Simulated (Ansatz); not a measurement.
Reaction: H4SiO (hydroxysilane, SMILES [SiH3]O) → H3SiO (SMILES [SiH2]O, doublet) + H (doublet) (the H-Si bond breaks)
Each species at its own B3LYP-D3(BJ)/def2-TZVP minimum (Ansatz, a first-principles code).

Total energies in hartree (Ansatz). UHF or UKS for unpaired electrons; spin-orbit terms are left out. Cores are frozen in correlated methods. No relativity. For partners of very few electrons the exact lower level stands in for a higher one.

| species | HF/cc-pV(T+d)Z | CCSD(T)/cc-pV(T+d)Z | HF/cc-pV(Q+d)Z | CCSD(T)/cc-pV(Q+d)Z | CCSDT(Q)/cc-pV(T+d)Z |
|---|---|---|---|---|---|
| 1: H4SiO (hydroxysilane, SMILES [SiH3]O) | -366.21113 | -366.62438 | -366.22217 | -366.66282 | -366.62543 |
| 2: H3SiO (SMILES O[SiH2], doublet) | -365.58688 | -365.97059 | -365.59778 | -366.00748 | -365.97176 |
| 3: H (doublet) | -0.49981 | -0.49981 | -0.49995 | -0.49995 | -0.49981 |

Task: Work out the bond dissociation energy (electronic) in kcal/mol: take Hartree-Fock from cc-pV(Q+d)Z, extrapolate the CCSD(T) correlation energy as X^-3 (X = 3, 4), and add CCSDT(Q) - CCSD(T) in cc-pV(T+d)Z. 1 hartree = 627.51 kcal/mol.

Result: 
Species 1: correlation (64·(-0.44065) - 27·(-0.41325))/37 = -0.46064; step -0.00105; E1 = -366.22217 + (-0.46064) + (-0.00105) = -366.68386
Species 2: correlation (64·(-0.40970) - 27·(-0.38371))/37 = -0.42867; step -0.00117; E2 = -365.59778 + (-0.42867) + (-0.00117) = -366.02762
Species 3: correlation (64·(0.00000) - 27·(0.00000))/37 = 0.00000; step +0.00000; E3 = -0.49995 + (0.00000) + (+0.00000) = -0.49995
-1·E1 +1·E2 +1·E3 = 0.15629 hartree = 98.1 kcal/mol.
